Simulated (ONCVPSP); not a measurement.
# Pd: variants of one ONCV potential

Base potential:

ONCVPSP 4.0.1 input, shortened (lines: element, Z, core and valence counts, functional; n l f; lmax; l rc ep ncon nbas qcut; lloc lpopt rc5 dvloc0; l nproj debl; icmod fcfact rcfact), PBE, scalar-relativistic:

```
  Pd 46.00    6    3        4      upf
    1    0    2.00
    2    0    2.00
    2    1    6.00
    3    0    2.00
    3    1    6.00
    3    2   10.00
    4    0    2.00
    4    1    6.00
    4    2   10.00
    3
    0    1.55    0.00    3    7    8.70
    1    1.25    0.00    5    9    8.70
    2    1.90    0.00    5   10    9.10
    3    1.50    0.24    4    7    8.40
    4    5    0.95    0.00
    0    2    0.90
    1    2    0.60
    2    1    0.60
    3    1    2.80
    3    6.00    1.40
```

In the s channel the program set the typed energies aside and used -3.136, 0.250 Ha. In the p channel the program set the typed energies aside and used -1.882, 0.250 Ha.

Cutoffs, loose and tight: the cutoffs (Ha) at which the residual kinetic energy of the hardest occupied pseudo-wave falls to 1 and 0.1 mHa per electron. They do not see the model core or the augmentation charge, which bear on the density cutoff. Test errors are all-electron minus pseudo excitation energies from the reference, over the configurations 4s2 4p6 4d9; 4s2 4p6 4d8; 4s2 4p6 4d7; 4s2 4p6 4d8 5s1. A dash means not determined; rows that change the core or the reference have their own tests. The largest error is taken over the tests solved by every variant that gives reliable tests at all: 4s2 4p6 4d8; 4s2 4p6 4d8 5s1; 4s2 4p6 4d9.

| change | outcome | cutoff, loose | cutoff, tight | bound ghosts | GHOST(+) flags above zero | largest test error (meV) |
| --- | --- | --- | --- | --- | --- | --- |
| base | generated, projector energies reset by the program | 37 Ha | 142 Ha | none | s | +1.5 |
| f: rc 1.25, qcut 10.1 | generated, projector energies reset by the program | 37 Ha | 142 Ha | none | s | +1.5 |
| d: qcut 11.9 | generated, projector energies reset by the program | 37 Ha | 142 Ha | none | s | +1.3 |
| core correction Teter function, fcfact 6, rcfact 1.7 | generated, projector energies reset by the program | 37 Ha | 142 Ha | none | s | -2.5 |

Task: What comes out with this change to the base: reference 4s2 4p6 4d9.75; f: rc 1.25, qcut 10.1?

Result: outcome: generated, projector energies reset by the program; cutoff, loose: 37 Ha; cutoff, tight: 142 Ha; bound ghosts: none; GHOST(+) flags above zero: s; largest test error (meV): +6.9.
